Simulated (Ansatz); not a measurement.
Geometry optimisation, RKS PBE-D4/def2-SVP (Ansatz).

Input:

```yaml
crystal:
  periodic: [false, false, false]
  atoms:
    - { symbol: C, position_ang: [-0.8829, 1.6344, -1.0288] }
    - { symbol: C, position_ang: [-0.2959, 0.8475, -0.4434] }
    - { symbol: C, position_ang: [0.452, -0.1534, 0.2696] }
    - { symbol: Te, position_ang: [-0.5587, -1.9686, 0.3954] }
    - { symbol: H, position_ang: [-1.4907, 2.3997, -1.5832] }
    - { symbol: H, position_ang: [1.4397, -0.3245, -0.2509] }
    - { symbol: H, position_ang: [0.7258, 0.2144, 1.3122] }
    - { symbol: H, position_ang: [0.7029, -2.7065, 1.2733] }
basis:
  gaussian: { orbitals: def2-SVP }
hamiltonian:
  xc: pbe
  dispersion: d4
relax:
  f_tol: 0.02
  max_steps: 50
```

Command:

```bash
$ ansatz run input.yaml --threads 2 --pin off --max-ram 3072MiB --backend cpu --events-out ev --progress --plain --runs-dir out
```

Where does it end, and by what steps?

It converged. After 6 steps the energy has fallen by 0.570 eV; C3 moved furthest, 0.10 Å.

```
step  energy less start (eV)  largest force component (eV/Å)  accepted
   0                  0.0000                           7.989       yes
   1                 -0.5501                           0.513       yes
   2                 -0.5621                           0.262       yes
   3                 -0.5682                           0.109       yes
   4                 -0.5672                           0.245        no
   5                 -0.5690                           0.053       yes
   6                 -0.5695                           0.015       yes
```

```xyz
8
Properties=species:S:1:pos:R:3
C -0.943 1.672 -1.056
C -0.251 0.870 -0.442
C 0.537 -0.101 0.278
Te -0.587 -2.018 0.403
H -1.543 2.389 -1.597
H 1.492 -0.323 -0.236
H 0.740 0.218 1.319
H 0.647 -2.763 1.276
```

Time of the run: 4.8 s on 2 threads of Intel(R) Xeon(R) 6975P-C (Granite Rapids) (shared host), peak memory 0.14 GiB.
